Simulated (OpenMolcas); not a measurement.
# Ni2+: effect of the IPEA shift

```
Program             : OpenMolcas
Basis               : ANO-R3 [7s5p5d3f2g1h]
Scalar Hamiltonian  : X2C, finite nucleus
Active space        : 8 electrons in 5 orbitals (3d)
State averaging     : 2S+1 = 3 even, 10 roots; 2S+1 = 1 even, 15 roots
Spin-orbit coupling : RASSI with atomic mean-field integrals over the reference wave functions, term energies averaged over their components
```

Methods on the same reference wave functions:
A. CASSCF
B. SS-CASPT2, IPEA 0.25 Eh, imaginary shift 0.1 Eh (closed shells correlated: 3s 3p)
C. SS-CASPT2, IPEA 0.5 Eh, imaginary shift 0.1 Eh (closed shells correlated: 3s 3p)

Energies in cm-1 above 3d8 3F4, the measured ground level; measured values from Corliss and Sugar, J. Phys. Chem. Ref. Data 10, 197 (1981).

| Level | A | B | C | Measured |
| --- | --- | --- | --- | --- |
| 3d8 3F4 | 0.0 | 0.0 | 0.0 | 0.0 |
| 3d8 3F3 | 1358 | 1361 | 1361 | 1361 |
| 3d8 3F2 | 2292 | 2270 | 2270 | 2270 |
| 3d8 1D2 | 17145 | 13180 | 13280 | 14032 |
| 3d8 3P2 | 20768 | 16920 | 17170 | 16662 |
| 3d8 3P1 | 21158 | 17320 | 17580 | 16978 |
| 3d8 3P0 | 21430 | 17580 | 17840 | 17231 |
| 3d8 1G4 | 26579 | 22900 | 22870 | 23109 |
| 3d8 1S0 | 64026 | 52350 | 52550 | 52532 |

Deviations, from unrounded energies. A percentage is the sum of absolute deviations over the sum of measured energies, with the sign that they share, or ± where signs differ.

```
                        Against measurement  Levels      A     B     C
             mean absolute deviation (cm-1)       8   3800   270   340
      fine structure of the ground term (%)       2   ±0.7  -0.0  -0.0
other terms of the ground configuration (%)       6  +21.7  ±1.6  ±1.9
```

B lies closest to measurement on these levels and A furthest from it. The largest miss of B in the table is 3d8 1D2, by -850 cm-1. The ranking rests on the paired levels alone, and a cruder setting can come out closer through cancelling errors.

Between B and C the level of the table that moves most is 3d8 3P1, by 260 cm-1 (lowest in B, highest in C). Moves below CASPT2's spread within the term are not significant.

The mean deviations of B to C differ by less than CASPT2's widest spread within a term (820 cm-1), so their order carries little weight.

From A to B the spin-free energies of the other terms of 3d8 shown, above 3F, scale by factors of 0.76 to 0.86, as is usual when dynamic correlation screens the repulsion within a d or f shell.

The lowest spin-free term lies below A's lowest term by 0.737 hartree in B, 0.732 hartree in C.

Term energies are means over components that CASPT2 splits; among the terms shown or strongly mixed into the levels shown the widest spread is 820 cm-1 (3d8 3F, B). Some levels mix across a computed gap that differs much from the measured one, so their mixing is not that of the real levels. Without dynamic correlation excited terms often stand tens of per cent too high (terms of higher spin than the ground term too low), and those without a measured partner can miss by more than the paired ones (holds for A). Measured partners are found by configuration, term and J. A level has none where our copy of the source lacks it or the pairing is in doubt (some pairs that miss far off the trend of their configuration count as doubtful), and it then counts in no deviation. Only configurations of the active space appear.
